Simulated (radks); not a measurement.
Species: Os XXIX. Configuration: [Kr] 4d10 4f2. Calculated with a radial shooting solver on a logarithmic mesh with Libxc functionals: Dirac Kohn-Sham, exchange-only PBE, spin-unpolarised, spherical densities, finite nucleus; open shells fill j = l - 1/2 first; Fermi nuclear charge, rms radius 5.4126 fm.

Normalised radial functions P(r) = r R(r) (large component), r in bohr:

r,4s1/2,4p3/2
0.0008425,0.1547,0.0024
0.0009576,0.1704,0.0030
0.00108,0.1864,0.0038
0.001217,0.2035,0.0048
0.001373,0.2218,0.0060
0.00156,0.2426,0.0076
0.001759,0.2633,0.0095
0.001983,0.2851,0.0118
0.002236,0.3079,0.0148
0.002521,0.3314,0.0184
0.002865,0.3570,0.0232
0.00323,0.3811,0.0288
0.003642,0.4048,0.0357
0.004107,0.4276,0.0442
0.004668,0.4500,0.0553
0.005263,0.4681,0.0680
0.005934,0.4824,0.0834
0.00669,0.4916,0.1020
0.007543,0.4941,0.1242
0.008573,0.4875,0.1525
0.009666,0.4707,0.1839
0.0109,0.4416,0.2206
0.01229,0.3985,0.2628
0.01397,0.3350,0.3141
0.01575,0.2579,0.3680
0.01775,0.1632,0.4268
0.02002,0.0515,0.4893
0.02257,-0.0752,0.5535
0.02565,-0.2224,0.6203
0.02892,-0.3652,0.6768
0.03261,-0.5036,0.7217
0.03677,-0.6262,0.7480
0.04179,-0.7244,0.7467
0.04712,-0.7701,0.7093
0.05312,-0.7562,0.6287
0.0599,-0.6708,0.4993
0.06753,-0.5079,0.3189
0.07676,-0.2516,0.0746
0.08654,0.0504,-0.1908
0.09758,0.3833,-0.4702
0.11,0.7056,-0.7339
0.125,0.9802,-0.9561
0.141,1.1172,-1.0675
0.159,1.0923,-1.0492
0.1792,0.8820,-0.8792
0.2021,0.4935,-0.5568
0.2297,-0.0688,-0.0745
0.259,-0.6549,0.4507
0.292,-1.2024,0.9715
0.3292,-1.6203,1.4086
0.3741,-1.8504,1.7072
0.4218,-1.8419,1.7911
0.4756,-1.6450,1.6891
0.5363,-1.3253,1.4425
0.6046,-0.9626,1.1167
0.6872,-0.6076,0.7598
0.7748,-0.3503,0.4737
0.8736,-0.1780,0.2626
0.985,-0.0787,0.1277
1.119,-0.0277,0.0504
1.262,-0.0087,0.0178
1.423,-0.0022,0.0052

4s1/2: eigenvalue -1514.9 eV, 3 radial nodes at r = 0.0211, 0.0849, 0.226 bohr, <r> = 0.411 bohr, 90 % of the charge inside 0.584 bohr. 4p3/2: eigenvalue -1319.3 eV, 2 radial nodes at r = 0.0795, 0.234 bohr, <r> = 0.436 bohr, 90 % of the charge inside 0.626 bohr.
